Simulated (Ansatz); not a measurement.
CH8N2Si2, SMILES `N[SiH2]N1C[SiH2]1` at its PBE0-D4/def2-TZVP geometry, where that method's forces vanish. Charge 0, multiplicity 1.

```xyz
13

N    -2.0889   -0.6264   -1.1308
Si   -0.8787    0.5561   -0.8797
N     0.4867    0.0550    0.0207
C     0.6307   -0.2920    1.4632
Si    2.1166    0.1474    0.4877
H    -2.8780   -0.6963   -0.5113
H    -1.9031   -1.4968   -1.6004
H    -1.5939    1.6602   -0.1801
H    -0.3179    1.0004   -2.1813
H     0.4032   -1.3265    1.7167
H     0.2079    0.4240    2.1691
H     3.0564   -0.8774   -0.0211
H     2.7590    1.4723    0.6473
```

(1) What forces (eV/Å) does PBE-D4/def2-TZVPP give on these atoms in Ansatz? (An estimate is asked.)

Results:

(1) The calculation gave: 
```
N1  -0.053  0.100 -0.099
Si2 -0.019  0.191 -0.093
N3  -0.134 -0.067 -0.185
C4  -0.094 -0.050  0.182
Si5  0.485  0.060 -0.002
H6  -0.274 -0.039  0.205
H7   0.051 -0.306 -0.158
H8  -0.089  0.112  0.074
H9   0.070  0.047 -0.135
H10 -0.033 -0.222  0.072
H11 -0.079  0.145  0.169
H12  0.103 -0.124 -0.058
H13  0.067  0.153  0.027
```
